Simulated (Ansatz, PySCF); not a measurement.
CH (SMILES [CH]), doublet, geometry from GFN2-xTB. Base run: MP2/6-311G** in PySCF.

Input for PySCF:
```python
from pyscf import gto, scf, mp

mol = gto.Mole()
mol.atom = '''
    C    -0.000000   -0.000000   -0.159091
    H     0.000000    0.000000    0.954548
'''
mol.basis = '6-311g**'
mol.charge = 0
mol.spin = 1
mol.verbose = 3
mol.build()

mf = scf.UHF(mol)
mf.kernel()

pt = mp.MP2(mf)
pt.kernel()
print('E(MP2) = %.10f' % pt.e_tot)
```

The same geometry, method and basis name were run in Ansatz (an electronic-structure program) and PySCF, at each program's defaults and at the settings that a row names. The base is PySCF at its defaults. Differences at the defaults can come from grids, fitting, cores and function types together. The rows with settings made alike still differ; the cause (another SCF solution, basis table, core potential or functional code) wasn't traced.

```tsv
code and settings	ΔE vs base (mEh)	basis functions	E (Eh)	SCF cycles	SCF-reference dipole (D)	outcome
PySCF, defaults (exact integrals, spherical functions, all electrons correlated)	0.000	24	-38.37994	10	1.66	converged
Ansatz, defaults (factorised integrals, spherical functions, frozen core)	21.450	24	-38.35849	-	-	another SCF solution
PySCF, frozen core	17.591	24	-38.36235	10	1.66	converged
Ansatz, high accuracy, frozen core	21.449	24	-38.35849	-	-	another SCF solution
```

A guess, shift, damping, solver or small numerical setting can't move a converged solution much, so rows marked as another SCF solution ended in a different state.

Open shells are given as the SCF converged; they aren't shown to be the lowest states, and a large step between rows can be another state.
